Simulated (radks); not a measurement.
Values are calculated unless marked as measured or tabulated.
Q: Species: Xe16+. Configuration: [Kr] 4d2. Level of theory: non-relativistic Kohn-Sham, LDA (Slater exchange, Perdew-Wang correlation), spin-unpolarised, spherical densities, point nucleus; relativity is left out, which matters for an element this heavy (a radial shooting solver on a logarithmic mesh with Libxc functionals). Some entries of the table are withheld. Estimate them.

orbital  occ.  eigenvalue (eV)  r(max) (bohr)
1s          2        -33280.39        0.01866
2s          2        -5378.501            (1)
2p          6        -5087.364            (2)
3s          2        -1391.853         0.2918
3p          6        -1268.809         0.2781
3d         10        -1040.579            (3)
4s          2        -517.7690         0.6643
4p          6        -471.2273            (4)
4d          2        -389.5070            (5)

A: 
(1) 2s r(max) (bohr): 0.1030
(2) 2p r(max) (bohr): 0.08039
(3) 3d r(max) (bohr): 0.2251
(4) 4p r(max) (bohr): 0.6732
(5) 4d r(max) (bohr): 0.6846
